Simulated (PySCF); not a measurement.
TiH₃, SMILES [TiH3] (connectivity only; charge and spin as stated), neutral, multiplicity 2. Atoms are numbered in the order given.

```xyz
4

Ti     0.0000     0.0000     0.0000
H      1.7318     0.0000     0.0000
H     -0.8659     1.4998     0.0000
H     -0.8659    -1.4998     0.0000
```
Charge 0, spin multiplicity 2.

Coordinates come from a PBE0-D3(BJ)/def2-TZVPD optimisation. A frequency run showed that this geometry is not a minimum. The multiplicity is an assumed one; other spin states were not compared.

The numbers are results of PBE0-D3(BJ)/def2-TZVPD run with PySCF 2.14.0, not measurements.

Frequencies are harmonic and unscaled.

Modes within 1.5 cm⁻¹ of each other (mostly degenerate sets) share a row, with their intensities summed.

| mode | ν (cm⁻¹) | IR (km/mol) | moving atoms (share of kinetic energy) |
|---|---|---|---|
| 1 | 147i | 465.5 | H 94 % |
| 2–3 | 665 | 186.1 | H 97 % |
| 4–5 | 1667 | 1215.3 | H 97 % |
| 6 | 1700 | 0.0 | H 100 % |
